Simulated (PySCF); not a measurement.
## Mayer bond orders and bond lengths

Species: CH5ClOSi.
Atom-mapped SMILES: `[OH:1][SiH2:2][CH2:3][Cl:4]` (hydrogens: H5 on O1; H6, H7 on Si2; H8, H9 on C3)

Cartesian coordinates in Å at the PBE0-D3(BJ)/def2-SVP level; atoms count from 1:
```
atom  x, y, z in Å
O1     1.3817    1.2760    0.5711
Si2    0.3328   -0.0105    0.5096
C3    -1.3584    0.6162   -0.0607
Cl4   -1.8217    1.9619    1.0416
H5     1.0153    2.0557    1.0041
H6     0.8839   -0.9793   -0.4775
H7     0.1440   -0.6667    1.8379
H8    -2.1487   -0.1471   -0.0116
H9    -1.3299    1.0237   -1.0816
```

Bond orders from the PBE0/pcSseg-1 density (PySCF). The structure is a single PBE0-D3(BJ)/def2-SVP conformer in the gas phase; no vibrational or solvent corrections.

Q: How far do the computed orders between heavy atoms stray from the drawn ones?

A: The largest departure is 0.162, at Si2–C3 (drawn single, 0.838). Drawn single, order below 0.88: Si2–C3 (0.838).

Q: Give the Mayer order of every bond, beside its length.

A: 
```json
{"bond": "O1–Si2", "drawn as": "single", "length (Å)": "1.661", "Mayer order": "1.029"}
{"bond": "Si2–C3", "drawn as": "single", "length (Å)": "1.892", "Mayer order": "0.838"}
{"bond": "C3–Cl4", "drawn as": "single", "length (Å)": "1.800", "Mayer order": "0.942"}
{"bond": "O1–H5", "drawn as": "single", "length (Å)": "0.964", "Mayer order": "0.926"}
{"bond": "Si2–H6", "drawn as": "single", "length (Å)": "1.489", "Mayer order": "0.921"}
{"bond": "Si2–H7", "drawn as": "single", "length (Å)": "1.494", "Mayer order": "0.912"}
{"bond": "C3–H8", "drawn as": "single", "length (Å)": "1.100", "Mayer order": "0.933"}
{"bond": "C3–H9", "drawn as": "single", "length (Å)": "1.100", "Mayer order": "0.934"}
```

Q: Sum the orders of all bonds at each heavy atom with more than one neighbour and set the sums beside the valence in the SMILES.

A: O1 1.955 (drawn 2), Si2 3.700 (drawn 4), C3 3.647 (drawn 4). Orders between atoms that aren't bonded are not in these sums.

For a closed shell the Mayer order of atoms A and B is Σ (PS)μν (PS)νμ over the basis functions μ on A and ν on B, with P the density and S the overlap matrix.
